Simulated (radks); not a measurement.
Values are calculated unless marked as measured or tabulated.
Ionisation of the tungsten ion W3+, [Xe] 4f14 5d3, to [Xe] 4f14 5d2 as the strength of local exchange is varied. Code: a radial shooting solver on a logarithmic mesh with Libxc functionals. Model: scalar-relativistic Kohn-Sham, Slater X-alpha exchange (alpha = 2/3 is LDA exchange), no correlation, spin-polarised, spherical densities, finite nucleus; open shells are filled with parallel spins first (spin-orbit coupling, left out, can overturn this in heavy ions); Fermi nuclear charge, rms radius 5.3658 fm.

alpha,E(W3+) (hartree),exchange (hartree),IE (eV),-e of the level emptied (eV),<r> of it (bohr)
0.586,-16084.2544,-267.3817,35.613,29.733 (5d),1.803
0.64,-16109.0354,-292.4981,36.614,30.685 (5d),1.780
0.667,-16121.4410,-305.0863,37.121,31.167 (5d),1.769
0.676,-16125.5785,-309.2868,37.291,31.329 (5d),1.766
0.786,-16176.2383,-360.8061,39.406,33.350 (5d),1.723

NIST Atomic Spectra Database: 38.2 +/- 0.4 eV (semi-empirical). The Delta-SCF value meets it near alpha = 0.72. Open shells are spherical and high-spin; term and fine-structure splittings are not resolved. Spin-orbit splitting is averaged out at the scalar-relativistic level.
